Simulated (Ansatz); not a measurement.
```yaml
crystal:
  periodic: [false, false, false]
  atoms:
    - {symbol: C, position_ang: [-0.855034, 0.763589, 0.803910]}
    - {symbol: C, position_ang: [0.165217, -0.184350, 0.695453]}
    - {symbol: C, position_ang: [-0.283131, -1.367760, 0.104031]}
    - {symbol: O, position_ang: [1.194834, 0.297747, 0.068052]}
    - {symbol: Ga, position_ang: [1.237145, 0.821201, -1.487469]}
    - {symbol: H, position_ang: [-0.504719, 1.606576, 1.223369]}
    - {symbol: H, position_ang: [-1.228622, 0.987968, -0.104249]}
    - {symbol: H, position_ang: [-1.610701, 0.418949, 1.370754]}
    - {symbol: H, position_ang: [0.491746, -0.402457, 1.626678]}
    - {symbol: H, position_ang: [0.470436, -2.028034, 0.030128]}
    - {symbol: H, position_ang: [-0.644247, -1.187920, -0.818973]}
    - {symbol: H, position_ang: [-1.019004, -1.787368, 0.645824]}
    - {symbol: H, position_ang: [0.048444, 0.770836, -2.297270]}
    - {symbol: H, position_ang: [2.537629, 1.291030, -1.860238]}
basis:
  gaussian: {orbitals: aug-pcseg-2, fitting: {mean_field: def2-universal-jkfit}}
hamiltonian: {xc: {name: CAM-B3LYP}}
scf: {lower_state_search: off}
```

```sh
$ ansatz run in.yaml --threads 4 --pin off --events-out ev --progress --plain --max-ram 11315MiB
```

Shortened log:

```
Functional definition: CAM-B3LYP
730 factors; integrals over basis functions are off by at most 1.1e0 eV
730 factors; integrals over basis functions are off by at most 1.5e-2 eV
mean field evaluation 1: about -57670.9358 eV, gradient 8.4e1 eV
mean field evaluation 2: about -57657.9960 eV, gradient 1.2e2 eV
mean field evaluation 4: about -57684.7434 eV, gradient 5.7e0 eV
mean field evaluation 8: about -57684.8099 eV, gradient 5.8e-2 eV
mean field evaluation 16: about -57684.8100 eV, gradient 2.8e-5 eV
mean field -57684.80996686 eV, -2119.8776661135 hartree, gradient 5.7e-6 eV, S^2 0.000000; 0 other end points of the search recorded, 0 dependent functions left out
reference -57684.81012990 eV, -2119.8776721051 hartree; 33, 33 occupied and 417, 417 virtual orbitals, 730 factors
Total energy: -57684.81012990 eV, -2119.8776721051 hartree
Checks for a lower state left out: stability, starts, cluster_reference, orbital_swaps, neighbouring_geometries, increment
```

Run time 19 s (4 threads of an Intel Xeon on a shared host); peak host memory 1.4 GiB.
